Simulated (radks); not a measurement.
Results of a calculation; reference values are marked as such.
Polarisability of the sulfur ion S6+, [Ne], at imaginary frequency. Code: a radial shooting solver on a logarithmic mesh with Libxc functionals. Model: non-relativistic Kohn-Sham, LB94 model potential, spin-polarised, spherical densities, point nucleus. Response by self-consistent Sternheimer equations with the Hartree and adiabatic LDA kernel.

| w (hartree) | alpha1(iw) (bohr^3) | alpha2(iw) (bohr^5) |
|---|---|---|
| 0.00266 | 0.07513 | 0.03205 |
| 0.0143 | 0.07513 | 0.03205 |
| 0.0360 | 0.07513 | 0.03205 |
| 0.0697 | 0.07512 | 0.03205 |
| 0.118 | 0.07512 | 0.03204 |
| 0.186 | 0.07509 | 0.03204 |
| 0.280 | 0.07505 | 0.03202 |
| 0.413 | 0.07495 | 0.03198 |
| 0.605 | 0.07475 | 0.03191 |
| 0.892 | 0.07432 | 0.03174 |
| 1.35 | 0.07330 | 0.03136 |
| 2.12 | 0.07076 | 0.03041 |
| 3.59 | 0.06395 | 0.02783 |
| 6.94 | 0.04641 | 0.02091 |
| 17.5 | 0.01707 | 0.008073 |

Static values: alpha1 = 0.07513 bohr^3 (0.01113 angstrom^3; uncoupled 0.08301), alpha2 = 0.03205 bohr^5, alpha3 = 0.02168 bohr^7. C6 = 0.03845, C8 = 0.08510, triple-dipole C9 = 0.002114 atomic units. One-pole (London) frequency 4 C6 / (3 alpha1^2) = 9.084 hartree, against 10.135 for minus the highest occupied eigenvalue.
